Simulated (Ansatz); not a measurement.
## A family of molecules: the dipole moment

One atom is swapped for its congeners: C6H15AlO3 `CC[O][Al]([O]CC)[O]CC`; C6H15GaO3 `CC[O][Ga]([O]CC)[O]CC`; C6H15InO3 `CC[O][In]([O]CC)[O]CC`. All are singlets with charge 0.

Shapes, held fixed at every level: PBE0-D4/def2-TZVP. Flexible molecules stand in one conformer, not always the lowest. Programs: Ansatz 0.2.0. Values in D.

```tsv
level	C6H15AlO3	C6H15GaO3	C6H15InO3
PBE-D4/def2-TZVPP	0.22	0.10	0.36
r2SCAN-D4/def2-TZVPP	0.25	0.12	0.38
B3LYP-D4/def2-TZVPP	0.23	0.11	0.36
wB97M-V/def2-TZVPP	0.24	0.11	0.37
```

At wB97M-V/def2-TZVPP the dipole moment isn't monotonic: it is largest for In and smallest for Ga (0.37 and 0.11 D). Every level shows the same order. For atoms past krypton def2 sets carry core potentials with scalar relativity. Relativity is left out for Ga unless named. Magnitudes only: a dipole under 1 D may point either way.
